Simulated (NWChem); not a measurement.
System: ZrOF2; SMILES [O]=[Zr]([F])[F]

Here is an NWChem input.

```
start job
memory heap 200 mb stack 700 mb global 900 mb
geometry units angstroms noautoz
  Zr     0.023942    -0.117293     0.000000
  O      1.697977     0.346697     0.000000
  F     -0.841450     0.257811    -1.686664
  F     -0.841450     0.257811     1.686664
end
basis spherical
  Zr library def2-svp
  O library def2-svp
  F library def2-svp
end
ecp
  Zr library def2-ecp
end
dft
  xc xcamb88 1.00 lyp 0.81 vwn_5 0.19 hfexch 1.00
  cam 0.33 cam_alpha 0.19 cam_beta 0.46
  iterations 150
  mulliken
end
task dft energy
```

Parts of the log:

```
             Northwest Computational Chemistry Package (NWChem) 7.3.0
             --------------------------------------------------------

 CS  symmetry detected

                             Geometry "geometry" -> ""
                             -------------------------

 Output coordinates in angstroms (scale by  1.889725989 to convert to a.u.)

  No.       Tag          Charge          X              Y              Z
 ---- ---------------- ---------- -------------- -------------- --------------
    1 Zr                  40.0000     0.03072894    -0.15901943     0.00000000
    2 O                    8.0000     1.71151300     0.27989383     0.00000000
    3 F                    9.0000    -0.82895899     0.22897926     1.68666400
    4 F                    9.0000    -0.82895899     0.22897926    -1.68666400

 Effective nuclear repulsion energy (a.u.)     332.3327919376

      Symmetry information
      --------------------

 Group name             Cs
 Group number              2
 Group order               2
 No. of unique centers     3

                                 NWChem DFT Module
                                 -----------------

 Summary of "ao basis" -> "ao basis" (spherical)
 ------------------------------------------------------------------------------
       Tag                 Description            Shells   Functions and Types
 ---------------- ------------------------------  ------  ---------------------
 Zr                         def2-svp                11       31   5s3p2d1f
 O                          def2-svp                 6       14   3s2p1d
 F                          def2-svp                 6       14   3s2p1d

      Symmetry analysis of basis
      --------------------------

        a'         45
        a"         28

            General Information
            -------------------
          SCF calculation type: DFT
          Wavefunction type:  closed shell.
          No. of atoms     :     4
          No. of electrons :    38
           Alpha electrons :    19
            Beta electrons :    19
          Charge           :     0
          Spin multiplicity:     1
          Use of symmetry is: on ; symmetry adaption is: on
          Maximum number of iterations: 150
          AO basis - number of functions:    73
                     number of shells:    29
          Convergence on energy requested:  1.00D-06
          Convergence on density requested:  1.00D-05
          Convergence on gradient requested:  5.00D-04

              XC Information
              --------------
                     Hartree-Fock (Exact) Exchange  1.000
                   CAM-Becke88 Exchange Functional  1.000
                      VWN V Correlation Functional  0.190 local
              Lee-Yang-Parr Correlation Functional  0.810

           Range-Separation Parameters
           ---------------------------
           Alpha           :  0.19
           Beta            :  0.46
           Gamma           :  0.33
           Short-Range HF  :     F

             Grid Information
             ----------------
          Grid used for XC integration:  medium
          Radial quadrature: Mura-Knowles
          Angular quadrature: Lebedev.
          Tag              B.-S. Rad. Rad. Pts. Rad. Cut. Ang. Pts.
          ---              ---------- --------- --------- ---------
          Zr                  1.55      123          10.0       590
          O                   0.60       49           7.0       434
          F                   0.50       49           8.0       434
          Grid pruning is: on
          Number of quadrature shells:   221
          Spatial weights used:  Erf1

      Superposition of Atomic Density Guess
      -------------------------------------

 Sum of atomic energies:        -326.77566128

      Non-variational initial energy
      ------------------------------

 Total energy =    -319.365871
 1-e energy   =    -708.821003
 2-e energy   =     263.370826
 HOMO         =      -0.477830
 LUMO         =      -0.116750

      Symmetry analysis of molecular orbitals - initial
      -------------------------------------------------

  Numbering of irreducible representations:

     1 a'          2 a"

  Orbital symmetries:

     1 a'          2 a"          3 a'          4 a'          5 a'
     6 a"          7 a'          8 a'          9 a"         10 a'
    11 a'         12 a"         13 a"         14 a'         15 a'
    16 a"         17 a'         18 a"         19 a'         20 a'
    21 a'         22 a"         23 a'         24 a'         25 a"
    26 a'         27 a"         28 a'         29 a'

     ---------------------------------------------
      Total Density - Mulliken Population Analysis
     ---------------------------------------------

    Atom       Charge   Shell Charges
 -----------   ------   -------------------------------------------------------
    1 Zr  12     9.29  -0.47  1.58  0.91  0.12  0.01  5.84  0.26  0.04  0.74  0.12  0.12
    2 O    8     9.27   1.99  1.17  0.72  3.34  2.03  0.01
    3 F    9     9.72   1.99  1.16  0.80  3.60  2.18  0.00
    4 F    9     9.72   1.99  1.16  0.80  3.60  2.18  0.00

   convergence    iter        energy       DeltaE   RMS-Dens  Diis-err
 ---------------- ----- ----------------- --------- --------- ---------
 d= 0,ls=0.0,diis     1   -321.4128400885 -4.47D+02  5.08D-02  3.15D+00
 d= 0,ls=0.0,diis     2   -317.2331104027  4.18D+00  4.10D-02  3.82D+01
 d= 0,ls=0.0,diis     3   -321.7806369912 -4.55D+00  7.06D-03  5.62D-01
 d= 0,ls=0.0,diis     4   -321.8003889473 -1.98D-02  2.74D-03  3.15D-01
 d= 0,ls=0.0,diis     5   -321.8281618747 -2.78D-02  6.56D-04  8.47D-03
  Resetting Diis
 d= 0,ls=0.0,diis     6   -321.8290297233 -8.68D-04  1.94D-04  9.27D-04
 d= 0,ls=0.0,diis     7   -321.8291217777 -9.21D-05  4.38D-05  5.06D-06
 d= 0,ls=0.0,diis     8   -321.8291219781 -2.00D-07  1.90D-05  7.27D-06
 d= 0,ls=0.0,diis     9   -321.8291226362 -6.58D-07  7.38D-06  3.77D-07

         Total DFT energy =     -321.829122636219
      One electron energy =     -713.330760616292
           Coulomb energy =      300.829778125089
    Exchange-Corr. energy =      -35.412446258814
 Nuclear repulsion energy =      126.084306113798

 Numeric. integr. density =       37.999994814260

                  Occupations of the irreducible representations
                  ----------------------------------------------

                     irrep           alpha         beta
                     --------     --------     --------
                     a'               12.0         12.0
                     a"                7.0          7.0

                       DFT Final Molecular Orbital Analysis
                       ------------------------------------

 Vector   17  Occ=2.000000D+00  E=-3.911547D-01  Symmetry=a'
              MO Center=  1.3D+00,  1.7D-01, -2.0D-15, r^2= 1.4D+00
   Bfn.  Coefficient  Atom+Function         Bfn.  Coefficient  Atom+Function
  ----- ------------  ---------------      ----- ------------  ---------------
    36      0.475602  2 O  py                39      0.325668  2 O  py
    15      0.315353  1 Zr d -2              35     -0.257758  2 O  px
    38     -0.163094  2 O  px                 7     -0.149687  1 Zr py
     2     -0.088351  1 Zr s                 19     -0.082606  1 Zr d  2
    51      0.078317  3 F  pz                65     -0.078317  4 F  pz

 Vector   18  Occ=2.000000D+00  E=-3.778349D-01  Symmetry=a'
              MO Center=  1.3D+00,  2.4D-01,  2.0D-14, r^2= 1.8D+00
   Bfn.  Coefficient  Atom+Function         Bfn.  Coefficient  Atom+Function
  ----- ------------  ---------------      ----- ------------  ---------------
    35      0.503027  2 O  px                19     -0.337546  1 Zr d  2
    38      0.285720  2 O  px                36      0.259420  2 O  py
     6      0.212727  1 Zr px                 2      0.173434  1 Zr s
    17      0.169278  1 Zr d  0              34      0.167737  2 O  s
    39      0.165404  2 O  py                15     -0.130308  1 Zr d -2

 Vector   19  Occ=2.000000D+00  E=-3.741388D-01  Symmetry=a"
              MO Center=  1.3D+00,  2.3D-01, -2.5D-14, r^2= 1.7D+00
   Bfn.  Coefficient  Atom+Function         Bfn.  Coefficient  Atom+Function
  ----- ------------  ---------------      ----- ------------  ---------------
    37      0.557824  2 O  pz                40      0.388409  2 O  pz
     8     -0.197509  1 Zr pz                18     -0.190961  1 Zr d  1
    51      0.129212  3 F  pz                65      0.129212  4 F  pz
    16      0.098605  1 Zr d -1              54     -0.098088  3 F  pz
    68     -0.098088  4 F  pz                11      0.090169  1 Zr pz

 Vector   20  Occ=0.000000D+00  E=-8.559178D-02  Symmetry=a'
              MO Center=  1.0D-02, -1.1D+00, -1.2D-14, r^2= 3.6D+00
   Bfn.  Coefficient  Atom+Function         Bfn.  Coefficient  Atom+Function
  ----- ------------  ---------------      ----- ------------  ---------------
     4      0.464787  1 Zr s                  5      0.392087  1 Zr s
    19     -0.379417  1 Zr d  2               2     -0.297837  1 Zr s
    17     -0.273117  1 Zr d  0              13     -0.259737  1 Zr py
     3     -0.216935  1 Zr s                 24     -0.195255  1 Zr d  2
     7      0.151346  1 Zr py                10     -0.151765  1 Zr py

 Vector   21  Occ=0.000000D+00  E=-9.582815D-03  Symmetry=a"
              MO Center=  3.8D-02, -4.7D-01,  1.8D-14, r^2= 2.8D+00
   Bfn.  Coefficient  Atom+Function         Bfn.  Coefficient  Atom+Function
  ----- ------------  ---------------      ----- ------------  ---------------
    16      0.776701  1 Zr d -1              14     -0.286063  1 Zr pz
    21      0.276880  1 Zr d -1               8      0.179403  1 Zr pz
    50      0.152933  3 F  py                64     -0.152933  4 F  py
    11     -0.148423  1 Zr pz                53     -0.144700  3 F  py
    67      0.144700  4 F  py                51     -0.086450  3 F  pz

 Vector   22  Occ=0.000000D+00  E= 6.862304D-03  Symmetry=a'
              MO Center= -4.3D-01, -4.8D-01, -4.6D-14, r^2= 5.5D+00
   Bfn.  Coefficient  Atom+Function         Bfn.  Coefficient  Atom+Function
  ----- ------------  ---------------      ----- ------------  ---------------
    13      0.541042  1 Zr py                15     -0.525845  1 Zr d -2
     4      0.404510  1 Zr s                  5     -0.402590  1 Zr s
    17     -0.295911  1 Zr d  0              20     -0.244463  1 Zr d -2
    12      0.198212  1 Zr px                 7     -0.143200  1 Zr py
    50      0.138285  3 F  py                64      0.138285  4 F  py

     ---------------------------------------------
      Total Density - Mulliken Population Analysis
     ---------------------------------------------

    Atom       Charge   Shell Charges
 -----------   ------   -------------------------------------------------------
    1 Zr  12    10.89  -0.48  1.63  0.87  0.14  0.00  5.87  0.39  0.12  1.80  0.39  0.16
    2 O    8     8.35   1.99  1.11  0.74  2.78  1.72  0.01
    3 F    9     9.38   1.99  1.12  0.82  3.34  2.11  0.00
    4 F    9     9.38   1.99  1.12  0.82  3.34  2.11  0.00

     -------------------------------------------
      Total Density - Lowdin Population Analysis
     -------------------------------------------

    Atom       Charge   Shell Charges
 -----------   ------   -------------------------------------------------------
    1 Zr  12    11.41   0.00  0.91  0.95  0.24  0.08  5.32  0.96  0.20  1.71  0.74  0.31
    2 O    8     8.19   1.98  0.96  0.69  2.65  1.90  0.02
    3 F    9     9.20   1.98  1.02  0.78  3.22  2.20  0.00
    4 F    9     9.20   1.98  1.02  0.78  3.22  2.20  0.00

     Multipole analysis of the density
     ---------------------------------

     L   x y z        total         alpha         beta         nuclear
     -   - - -        -----         -----         ----         -------
     0   0 0 0     -0.000000    -19.000000    -19.000000     38.000000

     1   1 0 0     -0.688323      0.468809      0.468809     -1.625940
     1   0 1 0     -1.493953     -4.954021     -4.954021      8.414088
     1   0 0 1     -0.000000     -0.000000     -0.000000      0.000000

     2   2 0 0    -33.084415    -80.490433    -80.490433    127.896451
     2   1 1 0     -0.650735     -0.962870     -0.962870      1.275005
     2   1 0 1     -0.000000     -0.000000     -0.000000      0.000000
     2   0 2 0    -22.183677    -14.437814    -14.437814      6.691952
     2   0 1 1      0.000000      0.000000      0.000000      0.000000
     2   0 0 2    -33.154519   -108.009072   -108.009072    182.863626
```

Level: CAM-B3LYP/def2-SVP with def2 effective core potentials on Zr. The geometry was optimised at PBE0/def2-SVP. def2 effective core potentials on Zr; no spin-orbit coupling.
